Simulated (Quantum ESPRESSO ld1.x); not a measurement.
Species: Sm IV. Configuration: [Xe] 4f3 6s2 (not the ground configuration). Method: Dirac Kohn-Sham, PBE, spin-unpolarised, spherical densities, point nucleus; open shells fill j = l - 1/2 first; computed with ld1.x of Quantum ESPRESSO 7.5.

Unscreened Slater integrals over Kohn-Sham orbitals (hartree). Large and small components are both included. Empty in this configuration: 4f7/2.

\begin{tabular}{lr}
integral & value \\ \hline
F0(6s1/2,6s1/2) & 0.30479 \\
F0(6s1/2,4f5/2) & 0.39507 \\
G3(6s1/2,4f5/2) & 0.017331 \\
F0(6s1/2,5p3/2) & 0.36819 \\
G1(6s1/2,5p3/2) & 0.034463 \\
F0(6s1/2,5p1/2) & 0.37083 \\
G1(6s1/2,5p1/2) & 0.030907 \\
F0(6s1/2,4f7/2) & 0.39483 \\
G3(6s1/2,4f7/2) & 0.017484 \\
F0(4f5/2,4f5/2) & 1.1426 \\
F2(4f5/2,4f5/2) & 0.55399 \\
F4(4f5/2,4f5/2) & 0.34982 \\
F0(4f5/2,5p3/2) & 0.71808 \\
F2(4f5/2,5p3/2) & 0.24773 \\
G2(4f5/2,5p3/2) & 0.11474 \\
G4(4f5/2,5p3/2) & 0.092614 \\
F0(4f5/2,5p1/2) & 0.74612 \\
G2(4f5/2,5p1/2) & 0.13161 \\
F0(4f5/2,4f7/2) & 1.1381 \\
F2(4f5/2,4f7/2) & 0.55181 \\
F4(4f5/2,4f7/2) & 0.34844 \\
G2(4f5/2,4f7/2) & 0.55065 \\
G4(4f5/2,4f7/2) & 0.34774 \\
G6(4f5/2,4f7/2) & 0.25082 \\
F0(5p3/2,5p3/2) & 0.59642 \\
F2(5p3/2,5p3/2) & 0.32370 \\
F0(5p3/2,5p1/2) & 0.61004 \\
G2(5p3/2,5p1/2) & 0.32825 \\
F0(5p3/2,4f7/2) & 0.71704 \\
F2(5p3/2,4f7/2) & 0.24903 \\
G2(5p3/2,4f7/2) & 0.11654 \\
G4(5p3/2,4f7/2) & 0.093849 \\
F0(5p1/2,5p1/2) & 0.62503 \\
F0(5p1/2,4f7/2) & 0.74496 \\
G4(5p1/2,4f7/2) & 0.10596 \\
F0(4f7/2,4f7/2) & 1.1336 \\
F2(4f7/2,4f7/2) & 0.54970 \\
F4(4f7/2,4f7/2) & 0.34711 \\
F6(4f7/2,4f7/2) & 0.25036 \\
\end{tabular}
